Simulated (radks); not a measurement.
Values are calculated unless marked as measured or tabulated.
Initial-state core-level shifts of the sulfur ion S+ when its valence configuration changes from [Ne] 3s2 3p3. Level of theory: scalar-relativistic Kohn-Sham, LDA (Slater exchange, Perdew-Wang correlation), spin-polarised, spherical densities, finite nucleus; open shells are filled with parallel spins first; Fermi nuclear charge, rms radius 3.2611 fm (a radial shooting solver on a logarithmic mesh with Libxc functionals). Shifts are changes of the shell-averaged eigenvalues in eV (positive: less bound); the change of the density at the nucleus, which sets a Mossbauer isomer shift, is in e/bohr^3, on a base of 2933.

valence          1s      2s      2p  density at nucleus
3p5          -3.008  -2.973  -2.931            -21.5139
3s1 3p4      -1.402  -1.406  -1.382            -10.4151
3s1.5 3p3.5  -0.703  -0.705  -0.693             -5.1981
3s0.5 3p4.5  -2.260  -2.236  -2.204            -15.9338
